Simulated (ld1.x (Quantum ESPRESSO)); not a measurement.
# An all-electron radial function and its pseudo partner (Tm (Z = 69))

Columns: radius, all-electron u(r) and pseudo u(r) of the 5s shell (level -53.54 eV) of thulium in the configuration [Kr] 4d10 4f13 5s2 5p6 5d0 6s2 6p0; LDA (PZ), scalar-relativistic, TM scheme, ld1.x (Quantum ESPRESSO) 7.5.

```json
{"r (bohr)": "0.190", "all-electron": "0.3361", "pseudo": "0.0826"}
{"r (bohr)": "0.380", "all-electron": "-0.5573", "pseudo": "0.2080"}
{"r (bohr)": "0.570", "all-electron": "-0.0860", "pseudo": "0.4239"}
{"r (bohr)": "0.760", "all-electron": "0.6345", "pseudo": "0.7317"}
{"r (bohr)": "0.950", "all-electron": "1.0003", "pseudo": "0.9957"}
{"r (bohr)": "1.140", "all-electron": "1.0572", "pseudo": "1.0565"}
{"r (bohr)": "1.330", "all-electron": "0.9514", "pseudo": "0.9514"}
{"r (bohr)": "1.520", "all-electron": "0.7869", "pseudo": "0.7869"}
{"r (bohr)": "1.710", "all-electron": "0.6190", "pseudo": "0.6190"}
{"r (bohr)": "1.900", "all-electron": "0.4713", "pseudo": "0.4713"}
{"r (bohr)": "2.090", "all-electron": "0.3510", "pseudo": "0.3510"}
{"r (bohr)": "2.280", "all-electron": "0.2574", "pseudo": "0.2574"}
{"r (bohr)": "2.470", "all-electron": "0.1865", "pseudo": "0.1865"}
{"r (bohr)": "2.660", "all-electron": "0.1340", "pseudo": "0.1340"}
{"r (bohr)": "2.850", "all-electron": "0.0958", "pseudo": "0.0958"}
{"r (bohr)": "3.040", "all-electron": "0.0680", "pseudo": "0.0680"}
{"r (bohr)": "3.230", "all-electron": "0.0481", "pseudo": "0.0481"}
{"r (bohr)": "3.420", "all-electron": "0.0339", "pseudo": "0.0339"}
{"r (bohr)": "3.610", "all-electron": "0.0239", "pseudo": "0.0239"}
{"r (bohr)": "3.800", "all-electron": "0.0168", "pseudo": "0.0168"}
{"r (bohr)": "3.990", "all-electron": "0.0117", "pseudo": "0.0117"}
{"r (bohr)": "4.180", "all-electron": "0.0082", "pseudo": "0.0082"}
{"r (bohr)": "4.370", "all-electron": "0.0057", "pseudo": "0.0057"}
{"r (bohr)": "4.560", "all-electron": "0.0040", "pseudo": "0.0040"}
{"r (bohr)": "4.750", "all-electron": "0.0028", "pseudo": "0.0028"}
{"r (bohr)": "4.940", "all-electron": "0.0019", "pseudo": "0.0019"}
```

**Question.** How many radial nodes do the two functions have?

**Answer.** The all-electron 5s function has n − l − 1 = 4 (the table is too coarse to show those close to the nucleus); the pseudo-wave has 0, since the states of the same l below it are removed with the core.

**Question.** At about which radius was the pseudo-wave matched?

**Answer.** 1.30 bohr, where the columns begin to agree (steps of 0.19 bohr).

**Question.** Where does each function peak?

**Answer.** Outermost all-electron maximum near 1.14 bohr, pseudo maximum near 1.14 bohr (to the table’s step).

**Question.** Is the pseudo-wave norm-conserving?

**Answer.** Yes: the TM scheme keeps the norm inside the radius equal to the all-electron one, which fixes the energy derivative of the logarithmic derivative at the level.
